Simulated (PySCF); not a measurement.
# Correlation energy of Ir (iridium, neutral)

[Xe] 4f14 5d7 6s2, high-spin 4F determinant. Calculation: PySCF 2.14, in x2c-TZVPPall (11s7p7d3f1g, 97 functions); scalar relativity by spin-free X2C-1e. Frozen: [Kr] 4d10 4f14; 17 electrons correlated.

MP2 pair energies summed by pair of shells (mhartree):

| pair | energy | share (%) |
| --- | --- | --- |
| 5d-5d | -135.23 | 28.9 |
| 5p-5d | -135.11 | 28.8 |
| 5d-6s | -72.55 | 15.5 |
| 5p-5p | -47.83 | 10.2 |
| 5s-5p | -19.39 | 4.1 |
| 5p-6s | -18.42 | 3.9 |
| 6s-6s | -18.19 | 3.9 |
| 5s-5d | -17.68 | 3.8 |
| 5s-5s | -3.22 | 0.7 |
| 5s-6s | -0.99 | 0.2 |

Total MP2 correlation energy: -468.62 mhartree.

Same-spin part -154.85 and opposite-spin part -313.76 mhartree; SCS-MP2 scales them by 1/3 and 6/5 to -428.13 mhartree.

This basis was not built for core-valence correlation, so the inner-shell part is incomplete.
